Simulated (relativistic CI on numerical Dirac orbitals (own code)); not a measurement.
# Magnetism of Co+, 3d8, in a crystal field

Calculated by Dirac-Coulomb-Breit CI, separate exchange-only KLI orbitals for each configuration, QED by a radiative potential, valence Slater integrals scaled by 0.8, one configuration in a parametric crystal field (own radial code).

Field parameters in Wybourne normalisation: D3d B²₀ = −7Dσ, B⁴₀ = −14Dq − 21Dτ, B⁴₃ = −14√(10/7) Dq. The field is a parameter set, without covalency.

S is read from ⟨S²⟩ = S(S + 1).

Powder χT (cm³ K mol⁻¹) by Van Vleck's formula, with temperature-independent terms:

```
                                    Field    2 K    5 K  10 K  20 K  50 K  100 K  200 K  300 K
D3d, 10Dq = 8850, Dσ = -1200, Dτ = 0 cm⁻¹  0.362  0.814  1.09  1.18  1.21   1.23   1.25   1.27
 D3d, 10Dq = 8850, Dσ = 1200, Dτ = 0 cm⁻¹  0.846   1.05  1.15  1.19  1.21   1.22   1.25   1.27
  D3d, 10Dq = 8850, Dσ = 980, Dτ = 0 cm⁻¹  0.873   1.08  1.16   1.2  1.21   1.22   1.25   1.27
  D3d, 10Dq = 8850, Dσ = 760, Dτ = 0 cm⁻¹  0.917   1.11  1.18   1.2  1.21   1.23   1.25   1.27
  D3d, 10Dq = 8850, Dσ = 550, Dτ = 0 cm⁻¹  0.981   1.14  1.19   1.2  1.21   1.23   1.25   1.27
  D3d, 10Dq = 8850, Dσ = 330, Dτ = 0 cm⁻¹   1.08   1.18   1.2  1.21  1.21   1.23   1.25   1.27
  D3d, 10Dq = 8850, Dσ = 110, Dτ = 0 cm⁻¹   1.18    1.2   1.2  1.21  1.21   1.23   1.25   1.27
 D3d, 10Dq = 8850, Dσ = -110, Dτ = 0 cm⁻¹   1.18    1.2   1.2  1.21  1.21   1.23   1.25   1.27
```

(1) For D3d, 10Dq = 8850, Dσ = 110, Dτ = 0 cm⁻¹: what effective moment follows at 300 K?

Results:

(1) μ_eff = √(8χT) = 3.19 μB. The ground level has S = 1.00; the spin-only moment for S = 1 is 2.83 μB. The difference comes from the orbital moment, spin-orbit mixing of terms and temperature-independent paramagnetism, all larger in this ionic model than in covalent complexes.
